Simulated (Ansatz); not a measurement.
```yaml
crystal:
  periodic: [false, false, false]
  atoms:
    - {symbol: C, position_ang: [5.655469, 0.057966, 0.160477]}
    - {symbol: C, position_ang: [5.082598, 0.814928, -0.511623]}
    - {symbol: C, position_ang: [3.767156, 1.004491, -0.542270]}
    - {symbol: C, position_ang: [2.938497, -0.076466, 0.058678]}
    - {symbol: C, position_ang: [1.462952, -0.024484, -0.028081]}
    - {symbol: C, position_ang: [0.657057, -1.262510, 0.110457]}
    - {symbol: C, position_ang: [-0.621905, -1.098402, 0.030013]}
    - {symbol: C, position_ang: [-1.318338, -2.434062, -0.143409]}
    - {symbol: C, position_ang: [-1.057476, -3.591903, -0.973933]}
    - {symbol: C, position_ang: [-1.635093, -4.678655, -0.886045]}
    - {symbol: C, position_ang: [-2.860919, -5.087290, -0.233128]}
    - {symbol: C, position_ang: [-3.345206, -3.836329, 0.458399]}
    - {symbol: C, position_ang: [-2.730626, -2.616079, 0.356436]}
    - {symbol: C, position_ang: [-1.503196, -0.152819, -0.077675]}
    - {symbol: C, position_ang: [-0.652388, 1.362749, 0.059397]}
    - {symbol: C, position_ang: [-1.526383, 2.517057, -0.150270]}
    - {symbol: C, position_ang: [-0.922191, 3.516763, -0.586160]}
    - {symbol: C, position_ang: [-1.589210, 4.901424, -0.520585]}
    - {symbol: C, position_ang: [-2.811447, 5.059933, -0.046118]}
    - {symbol: C, position_ang: [-3.262830, 3.959307, 0.735121]}
    - {symbol: C, position_ang: [-2.577286, 2.761041, 0.749370]}
    - {symbol: C, position_ang: [0.787438, 1.280186, 0.101463]}
    - {symbol: C, position_ang: [3.665519, -1.089207, 0.802884]}
    - {symbol: C, position_ang: [4.930562, -1.137429, 1.072628]}
    - {symbol: H, position_ang: [6.751217, 0.004899, 0.290344]}
    - {symbol: H, position_ang: [5.638711, 1.788627, -0.961780]}
    - {symbol: H, position_ang: [3.114881, 1.674505, -1.161637]}
    - {symbol: H, position_ang: [1.020881, -2.028998, -0.012193]}
    - {symbol: H, position_ang: [-0.050784, -3.585441, -1.599660]}
    - {symbol: H, position_ang: [-1.262825, -5.592907, -1.556605]}
    - {symbol: H, position_ang: [-3.406071, -6.055564, -0.255742]}
    - {symbol: H, position_ang: [-4.299829, -3.931862, 1.008177]}
    - {symbol: H, position_ang: [-3.063181, -1.967348, 1.091412]}
    - {symbol: H, position_ang: [-2.542815, -0.040569, -0.139712]}
    - {symbol: H, position_ang: [0.069743, 3.520777, -1.181038]}
    - {symbol: H, position_ang: [-1.314376, 5.815586, -1.201788]}
    - {symbol: H, position_ang: [-3.284448, 5.918196, 0.007322]}
    - {symbol: H, position_ang: [-4.355585, 3.881285, 1.222417]}
    - {symbol: H, position_ang: [-3.063864, 1.877685, 1.172669]}
    - {symbol: H, position_ang: [1.198918, 2.079555, 0.036326]}
    - {symbol: H, position_ang: [2.943636, -1.869005, 1.641843]}
    - {symbol: H, position_ang: [5.528099, -1.820243, 1.410183]}
basis:
  gaussian: {orbitals: cc-pVTZ-DK, fitting: {mean_field: def2-universal-jkfit}, final_grid: {core_spheres: 20, valence_spheres: 16, degree: 47}}
hamiltonian: {xc: {name: r2SCANh}, dispersion: d3bjatm}
output: {forces: true}
```

```sh
$ ansatz run in.yaml --threads 2 --pin off --events-out ev --progress --plain --max-ram 22528MiB --backend cuda --devices 0, --max-vram 18GiB
```

Output, abridged:

```
Functional definition: r2SCANh
2124 factors; integrals over basis functions are off by at most 1.0e0 eV
mean field evaluation 1: about -25134.4838 eV, gradient 1.2e2 eV
mean field evaluation 2: about -25113.9590 eV, gradient 1.5e2 eV
mean field evaluation 4: about -25167.5172 eV, gradient 2.1e1 eV
mean field evaluation 8: about -25168.6591 eV, gradient 2.8e-1 eV
mean field evaluation 16: about -25168.7064 eV, gradient 2.0e-3 eV
mean field -25168.70636455 eV, -924.9328989352 hartree, gradient 1.8e-5 eV, S^2 0.000000; 0 other end points of the search recorded, 0 dependent functions left out
reference -25168.70638798 eV, -924.9328997963 hartree; 81, 81 occupied and 891, 891 virtual orbitals, 2124 factors
Total energy: -25169.24264048 eV, -924.9526067122 hartree
Relativity: scalar
Atom 0 force     9.034378   -14.757876    12.155895 eV/Å
Atom 1 force    -3.529793    14.676281    -9.581643 eV/Å
Atom 2 force    -7.978104    -3.397341     0.156200 eV/Å
Atom 3 force     1.855526     2.163005    -0.645143 eV/Å
Atom 4 force    -1.131917    -0.666641     2.384028 eV/Å
Atom 5 force     0.939400    18.011028     0.953906 eV/Å
Atom 6 force    -5.732032    -6.582474    -1.027141 eV/Å
Atom 7 force    -5.174501    -2.395395    -0.610628 eV/Å
Atom 8 force     8.378699     9.929017    -0.157071 eV/Å
Atom 9 force    -5.879468   -13.449991    -1.654452 eV/Å
Atom 10 force     0.714561     5.500040     1.258772 eV/Å
Atom 11 force    -1.070270    -4.273609    -1.625380 eV/Å
Atom 12 force     4.301135    -0.804735     0.225953 eV/Å
Atom 13 force     3.537862     9.561782     1.218777 eV/Å
Atom 14 force    -1.235198    -6.361847    -1.370386 eV/Å
Atom 15 force     0.083240    -5.058346     5.428256 eV/Å
Atom 16 force     3.704602    11.296097    -5.350857 eV/Å
Atom 17 force     3.082898    -0.387204    -4.024789 eV/Å
Atom 18 force     0.579373    -5.013838     2.899336 eV/Å
Atom 19 force    -3.025271    -1.312567     0.787208 eV/Å
Atom 20 force    -2.707970    -0.645490    -0.883151 eV/Å
Atom 21 force    -7.768171   -11.027192    -0.639977 eV/Å
Atom 22 force    -6.562156    -2.202974     3.219152 eV/Å
Atom 23 force     1.382719     7.853380    -6.282757 eV/Å
Atom 24 force    -0.680017     0.242735    -0.231305 eV/Å
Atom 25 force    -0.672660    -2.468735     0.562620 eV/Å
Atom 26 force     1.483842    -0.231308     0.620429 eV/Å
Atom 27 force     6.784633   -13.909323    -1.725127 eV/Å
Atom 28 force    -2.069782     0.201577     1.216978 eV/Å
Atom 29 force    -0.308817     2.113334     1.282372 eV/Å
Atom 30 force     0.886911     0.984746     0.027629 eV/Å
Atom 31 force     0.595529     0.351585    -0.237842 eV/Å
Atom 32 force    -0.776933     1.857791     0.890572 eV/Å
Atom 33 force    -0.935413    -0.560720    -0.246022 eV/Å
Atom 34 force    -1.811150    -0.244607     1.178652 eV/Å
Atom 35 force     0.614170    -2.055803     1.416545 eV/Å
Atom 36 force    -2.318283     4.065587    -0.234201 eV/Å
Atom 37 force     2.727277     0.760124    -0.882093 eV/Å
Atom 38 force     0.311171     0.454469     0.383764 eV/Å
Atom 39 force     5.658773     9.386442    -0.377551 eV/Å
Atom 40 force     1.756273     2.096878    -3.060819 eV/Å
Atom 41 force     2.954934    -3.697882     2.581289 eV/Å
Dipole moment:     0.100117     0.286249    -0.023122 e Å
```

Run time 26 s (2 threads of AMD EPYC 7R13 on a shared host and a share (18 GiB) of an NVIDIA H100 80GB HBM3), peak host memory 1.6 GiB.

DK, ANO-RCC and x2c sets are all-electron and run with scalar relativity unless a key says otherwise.
